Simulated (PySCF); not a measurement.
Computed IR spectrum (relative IR intensity) of a molecule C₂H₈BFN₂. Coordinates come from a r2SCAN-D4/def2-SVP optimisation. One conformer was computed; it need not be the lowest. Computed with r2SCAN-D4/def2-SVP (PySCF). No scaling factor is applied to the harmonic values.

ν (cm⁻¹): 302 (m), 336 (w), 379 (vs), 409 (m), 472 (w), 896 (w), 920 (vw), 1000 (w), 1072 (m), 1122 (w), 1240 (m), 1333 (w), 1369 (w), 1376 (w), 1424 (m), 1450 (w), 1582 (m), 1606 (vs), 3000 (m), 3029 (w), 3126 (w), 3133 (w), 3610 (m), 3617 (w), 3720 (w), 3724 (w) (against the strongest line: vs over 80 %, s over 45 %, m over 15 %, w over 4 %, vw less)

Q: Identify the compound among the candidates.
A. CNB(N)CF
B. CN(C)B(N)F
C. C[C@H](F)B(N)N
D. CNB(F)NC

A: C, C[C@H](F)B(N)N
